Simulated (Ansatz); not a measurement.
Ansatz (a quantum-chemistry and plane-wave program) input (PBE/6-31G* with LANL2DZ past Ar): The .json file joins the Basis Set Exchange's 6-31G* for atoms up to Ar and LANL2DZ past it.

Ansatz 0.2 input:
```yaml
crystal:
  periodic: [false, false, false]
  atoms:
    - {symbol: C, position_ang: [2.89565900, 0.21619300, -0.39280100]}
    - {symbol: C, position_ang: [1.57651200, 0.03766900, 0.25905300]}
    - {symbol: O, position_ang: [1.24391200, -0.16651000, 1.36389300]}
    - {symbol: O, position_ang: [0.44371200, 0.14138100, -0.69983400]}
    - {symbol: Ge, position_ang: [-1.42739100, -0.06705000, -0.03988800]}
    - {symbol: H, position_ang: [2.95419300, 1.19968100, -0.86440100]}
    - {symbol: H, position_ang: [3.04449800, -0.54692100, -1.15999500]}
    - {symbol: H, position_ang: [3.66941600, 0.12790500, 0.36526100]}
    - {symbol: H, position_ang: [0.66262600, 0.31024600, -1.63074500]}
    - {symbol: H, position_ang: [-2.09133100, 0.12838500, -1.39751100]}
    - {symbol: H, position_ang: [-1.51485900, 1.08646900, 0.94427900]}
    - {symbol: H, position_ang: [-1.38204500, -1.48229200, 0.50954400]}
basis:
  gaussian:
    orbitals: 6-31Gs+LANL2DZ.json
hamiltonian:
  xc: {name: PBE}
total_charge: 1
relax: {f_tol: 0.003, max_steps: 120}
```

Output:

```
Functional definition: PBE
integrals: 0.03 GiB planned
1054 factors; their error is unknown
mean field: 0.20 GiB planned
mean field evaluation 1: about -6355.6556 eV, gradient 8.7e1 eV
mean field evaluation 2: about -6289.7123 eV, gradient 1.8e2 eV
mean field evaluation 4: about -6369.5202 eV, gradient 1.7e1 eV
mean field evaluation 8: about -6370.0798 eV, gradient 1.3e-1 eV
mean field evaluation 16: about -6370.0283 eV, gradient 2.0e-4 eV
mean field -6370.02833666 eV, -234.0942236120 hartree, gradient 7.3e-6 eV, S^2 0.000000; 0 other end points of the search recorded, 0 dependent functions left out
the calculation of the forces begins
reference -6370.02836918 eV, -234.0942248070 hartree; 19, 19 occupied and 63, 63 virtual orbitals, 1054 factors
relax step   1: F+E_penalty+E_count = -6370.02833666 eV  Δ(F+E_penalty+E_count) = +0.000e0 eV  max|allowed force component| = 1.924e0 eV/Å  Δτ_max = 0.0000 Å  (31 SCF iters, accepted)
these checks for a lower state are left out or cut short: starts, cluster_reference, orbital_swaps, neighbouring_geometries, increment
integrals: 0.03 GiB planned
1054 factors; their error is unknown
mean field: 0.20 GiB planned
mean field -6370.07769388 eV, -234.0960374563 hartree, gradient 1.1e-5 eV, S^2 0.000000; 0 other end points of the search recorded, 0 dependent functions left out
the calculation of the forces begins
reference -6370.07772653 eV, -234.0960386563 hartree; 19, 19 occupied and 63, 63 virtual orbitals, 1054 factors
relax step   2: F+E_penalty+E_count = -6370.07769388 eV  Δ(F+E_penalty+E_count) = -4.936e-2 eV  max|allowed force component| = 2.105e-1 eV/Å  Δτ_max = 0.0367 Å  (33 SCF iters, accepted)
these checks for a lower state are left out or cut short: starts, cluster_reference, orbital_swaps, neighbouring_geometries, increment
integrals: 0.03 GiB planned
1054 factors; their error is unknown
mean field: 0.20 GiB planned
mean field evaluation 32: about -6370.0806 eV, gradient 8.2e-5 eV
mean field -6370.08059198 eV, -234.0961439594 hartree, gradient 1.1e-5 eV, S^2 0.000000; 0 other end points of the search recorded, 0 dependent functions left out
the calculation of the forces begins
reference -6370.08062471 eV, -234.0961451622 hartree; 19, 19 occupied and 63, 63 virtual orbitals, 1054 factors
relax step   3: F+E_penalty+E_count = -6370.08059198 eV  Δ(F+E_penalty+E_count) = -2.898e-3 eV  max|allowed force component| = 4.234e-2 eV/Å  Δτ_max = 0.0125 Å  (34 SCF iters, accepted)
these checks for a lower state are left out or cut short: starts, cluster_reference, orbital_swaps, neighbouring_geometries, increment
integrals: 0.03 GiB planned
1054 factors; their error is unknown
mean field: 0.20 GiB planned
mean field -6370.08084861 eV, -234.0961533904 hartree, gradient 1.1e-5 eV, S^2 0.000000; 0 other end points of the search recorded, 0 dependent functions left out
the calculation of the forces begins
reference -6370.08088135 eV, -234.0961545938 hartree; 19, 19 occupied and 63, 63 virtual orbitals, 1054 factors
relax step   4: F+E_penalty+E_count = -6370.08084861 eV  Δ(F+E_penalty+E_count) = -2.566e-4 eV  max|allowed force component| = 1.660e-2 eV/Å  Δτ_max = 0.0080 Å  (33 SCF iters, accepted)
these checks for a lower state are left out or cut short: starts, cluster_reference, orbital_swaps, neighbouring_geometries, increment
integrals: 0.03 GiB planned
1054 factors; their error is unknown
mean field: 0.20 GiB planned
mean field -6370.08096352 eV, -234.0961576133 hartree, gradient 1.1e-5 eV, S^2 0.000000; 0 other end points of the search recorded, 0 dependent functions left out
the calculation of the forces begins
reference -6370.08099626 eV, -234.0961588167 hartree; 19, 19 occupied and 63, 63 virtual orbitals, 1054 factors
relax step   5: F+E_penalty+E_count = -6370.08096352 eV  Δ(F+E_penalty+E_count) = -1.149e-4 eV  max|allowed force component| = 8.287e-3 eV/Å  Δτ_max = 0.0071 Å  (32 SCF iters, accepted)
these checks for a lower state are left out or cut short: starts, cluster_reference, orbital_swaps, neighbouring_geometries, increment
integrals: 0.03 GiB planned
1054 factors; their error is unknown
mean field: 0.20 GiB planned
mean field -6370.08099188 eV, -234.0961586556 hartree, gradient 2.3e-5 eV, S^2 0.000000; 0 other end points of the search recorded, 0 dependent functions left out
the calculation of the forces begins
reference -6370.08102462 eV, -234.0961598588 hartree; 19, 19 occupied and 63, 63 virtual orbitals, 1054 factors
relax step   6: F+E_penalty+E_count = -6370.08099188 eV  Δ(F+E_penalty+E_count) = -2.836e-5 eV  max|allowed force component| = 7.051e-3 eV/Å  Δτ_max = 0.0044 Å  (25 SCF iters, accepted)
these checks for a lower state are left out or cut short: starts, cluster_reference, orbital_swaps, neighbouring_geometries, increment
integrals: 0.03 GiB planned
1054 factors; their error is unknown
mean field: 0.20 GiB planned
mean field evaluation 64: about -6370.0810 eV, gradient 1.4e-5 eV
mean field -6370.08099423 eV, -234.0961587421 hartree, gradient 1.4e-5 eV, S^2 0.000000; 0 other end points of the search recorded, 0 dependent functions left out
the calculation of the forces begins
reference -6370.08102697 eV, -234.0961599453 hartree; 19, 19 occupied and 63, 63 virtual orbitals, 1054 factors
relax step   7: F+E_penalty+E_count = -6370.08099423 eV  Δ(F+E_penalty+E_count) = -2.355e-6 eV  max|allowed force component| = 8.304e-3 eV/Å  Δτ_max = 0.0008 Å  (23 SCF iters, accepted)
these checks for a lower state are left out or cut short: starts, cluster_reference, orbital_swaps, neighbouring_geometries, increment
integrals: 0.03 GiB planned
1054 factors; their error is unknown
mean field: 0.20 GiB planned
mean field -6370.08099613 eV, -234.0961588119 hartree, gradient 5.1e-5 eV, S^2 0.000000; 0 other end points of the search recorded, 0 dependent functions left out
the calculation of the forces begins
reference -6370.08102887 eV, -234.0961600151 hartree; 19, 19 occupied and 63, 63 virtual orbitals, 1054 factors
relax step   8: F+E_penalty+E_count = -6370.08099613 eV  Δ(F+E_penalty+E_count) = -1.900e-6 eV  max|allowed force component| = 3.580e-3 eV/Å  Δτ_max = 0.0002 Å  (20 SCF iters, accepted)
these checks for a lower state are left out or cut short: starts, cluster_reference, orbital_swaps, neighbouring_geometries, increment
integrals: 0.03 GiB planned
1054 factors; their error is unknown
mean field: 0.20 GiB planned
mean field -6370.08099691 eV, -234.0961588405 hartree, gradient 6.2e-5 eV, S^2 0.000000; 0 other end points of the search recorded, 0 dependent functions left out
the calculation of the forces begins
reference -6370.08102965 eV, -234.0961600438 hartree; 19, 19 occupied and 63, 63 virtual orbitals, 1054 factors
relax step   9: F+E_penalty+E_count = -6370.08099691 eV  Δ(F+E_penalty+E_count) = -7.784e-7 eV  max|allowed force component| = 3.903e-3 eV/Å  Δτ_max = 0.0003 Å  (20 SCF iters, accepted)
these checks for a lower state are left out or cut short: starts, cluster_reference, orbital_swaps, neighbouring_geometries, increment
integrals: 0.03 GiB planned
1054 factors; their error is unknown
mean field: 0.20 GiB planned
mean field -6370.08099691 eV, -234.0961588406 hartree, gradient 1.4e-5 eV, S^2 0.000000; 0 other end points of the search recorded, 0 dependent functions left out
the calculation of the forces begins
reference -6370.08102966 eV, -234.0961600439 hartree; 19, 19 occupied and 63, 63 virtual orbitals, 1054 factors
relax step  10: F+E_penalty+E_count = -6370.08099691 eV  Δ(F+E_penalty+E_count) = -2.597e-9 eV  max|allowed force component| = 3.938e-3 eV/Å  Δτ_max = 0.0000 Å  (17 SCF iters, accepted)
these checks for a lower state are left out or cut short: starts, cluster_reference, orbital_swaps, neighbouring_geometries, increment
integrals: 0.03 GiB planned
1054 factors; their error is unknown
mean field: 0.20 GiB planned
mean field -6370.08099671 eV, -234.0961588332 hartree, gradient 3.1e-5 eV, S^2 0.000000; 0 other end points of the search recorded, 0 dependent functions left out
the calculation of the forces begins
reference -6370.08102945 eV, -234.0961600364 hartree; 19, 19 occupied and 63, 63 virtual orbitals, 1054 factors
relax step  11: F+E_penalty+E_count = -6370.08099671 eV  Δ(F+E_penalty+E_count) = +2.023e-7 eV  max|allowed force component| = 7.232e-3 eV/Å  Δτ_max = 0.0002 Å  (19 SCF iters, rejected (line search))
these checks for a lower state are left out or cut short: starts, cluster_reference, orbital_swaps, neighbouring_geometries, increment
integrals: 0.03 GiB planned
1054 factors; their error is unknown
mean field: 0.20 GiB planned
mean field -6370.08099705 eV, -234.0961588456 hartree, gradient 1.5e-5 eV, S^2 0.000000; 0 other end points of the search recorded, 0 dependent functions left out
the calculation of the forces begins
reference -6370.08102979 eV, -234.0961600489 hartree; 19, 19 occupied and 63, 63 virtual orbitals, 1054 factors
relax step  12: F+E_penalty+E_count = -6370.08099705 eV  Δ(F+E_penalty+E_count) = -1.358e-7 eV  max|allowed force component| = 1.317e-3 eV/Å  Δτ_max = 0.0001 Å  (19 SCF iters, accepted)
integrals: 0.03 GiB planned
1054 factors; their error is unknown
mean field: 0.20 GiB planned
mean field evaluation 96: about -6369.8363 eV, gradient 1.2e1 eV
mean field -6370.08099705 eV, -234.0961588456 hartree, gradient 2.0e-5 eV, S^2 0.000000; 1 other end points of the search recorded, 0 dependent functions left out
the calculation of the forces begins
reference -6370.08102979 eV, -234.0961600488 hartree; 19, 19 occupied and 63, 63 virtual orbitals, 1054 factors
Total energy: -6370.08102979 eV, -234.0961600488 hartree
Atom 0 at     2.912120     0.216727    -0.390953 Å, force     0.000275    -0.000017    -0.000080 eV/Å
Atom 1 at     1.578797     0.039844     0.246691 Å, force     0.000107     0.000430    -0.001072 eV/Å
Atom 2 at     1.220593    -0.167879     1.364683 Å, force    -0.000253    -0.000337     0.001317 eV/Å
Atom 3 at     0.445318     0.146024    -0.726962 Å, force    -0.000036     0.000044    -0.000442 eV/Å
Atom 4 at    -1.433942    -0.069572    -0.026951 Å, force     0.000075    -0.000010    -0.000069 eV/Å
Atom 5 at     2.989961     1.210619    -0.865679 Å, force    -0.000041     0.000028     0.000009 eV/Å
Atom 6 at     3.081220    -0.553223    -1.164148 Å, force     0.000002    -0.000013     0.000060 eV/Å
Atom 7 at     3.682017     0.124790     0.387828 Å, force     0.000049    -0.000058     0.000006 eV/Å
Atom 8 at     0.658044     0.317592    -1.675270 Å, force    -0.000038    -0.000044     0.000120 eV/Å
Atom 9 at    -2.123262     0.126284    -1.394816 Å, force    -0.000016    -0.000003     0.000039 eV/Å
Atom 10 at    -1.535279     1.098733     0.971520 Å, force    -0.000051     0.000002     0.000056 eV/Å
Atom 11 at    -1.400684    -1.504783     0.530911 Å, force    -0.000072    -0.000022     0.000056 eV/Å
Dipole moment:     0.379152     0.145923    -0.746205 e Å
```

The dipole moment of an ion depends on the origin.

The geometry given is a B3LYP-D3(BJ)/def2-TZVP minimum.
